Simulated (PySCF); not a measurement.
Species: C7H10O.
SMILES with atom numbers: `[O:1]=[C:2]1[CH2:3][C@@H:4]2[CH2:5][CH2:6][C@H:7]1[CH2:8]2` (hydrogens: H9, H10 on C3; H11 on C4; H12, H13 on C5; H14, H15 on C6; H16 on C7; H17, H18 on C8)

Level of theory: PBE0-D3(BJ)/def2-SVP geometry optimisation, gas phase in PySCF.

Entries marked ? are missing.

```csv
coordinate,value
O1=C2,1.202 Å
C2–C3,?
C3–C4,1.532 Å
C4–C5,1.538 Å
C5–C6,1.551 Å
C6–C7,1.547 Å
C7–C8,?
C2–C7,?
C4–C8,1.538 Å
C3–H9,1.103 Å
C3–H10,1.101 Å
C4–H11,1.099 Å
C5–H12,1.100 Å
C5–H13,1.100 Å
C6–H14,1.100 Å
C6–H15,1.100 Å
C7–H16,1.097 Å
C8–H17,1.101 Å
C8–H18,1.102 Å
O1–C2–C3,126.8°
O1–C2–C7,127.7°
C3–C2–C7,105.5°
C2–C3–C4,102.3°
C3–C4–C5,108.3°
C3–C4–C8,?
C5–C4–C8,101.6°
C4–C5–C6,103.2°
C5–C6–C7,103.5°
C6–C7–C8,?
C2–C7–C6,?
C2–C7–C8,101.3°
C4–C8–C7,94.9°
```

**Question.** Fill in the missing values.

**Answer.** 
- C2–C3 = 1.529 Å, drawn single (ketone carbonyl carbon to sp3 carbon next to a carbonyl); 0.04 Å above the sum of covalent radii, 1.49 Å.
- C7–C8 = 1.534 Å, drawn single (sp3 carbon at a ring junction to ring CH2 carbon); 0.01 Å above the sum of covalent radii, 1.52 Å.
- C2–C7 = 1.521 Å, drawn single (ketone carbonyl carbon to sp3 carbon at a ring junction); 0.03 Å above the sum of covalent radii, 1.49 Å.
- C3–C4–C8 = 101.2°, at the sp3 carbon at a ring junction, inside a 5-membered ring; the outer atoms are 2.372 Å apart.
- C6–C7–C8 = 101.4°, at the sp3 carbon at a ring junction, inside a 5-membered ring; the outer atoms are 2.385 Å apart.
- C2–C7–C6 = 104.8°, at the sp3 carbon at a ring junction; the outer atoms are 2.431 Å apart.

Radii are Cordero's, carbon taken as 0.76, 0.73 or 0.69 Å for four, three, and two or fewer neighbours.

PBE0-D3(BJ)/def2-SVP frequencies: not computed here.
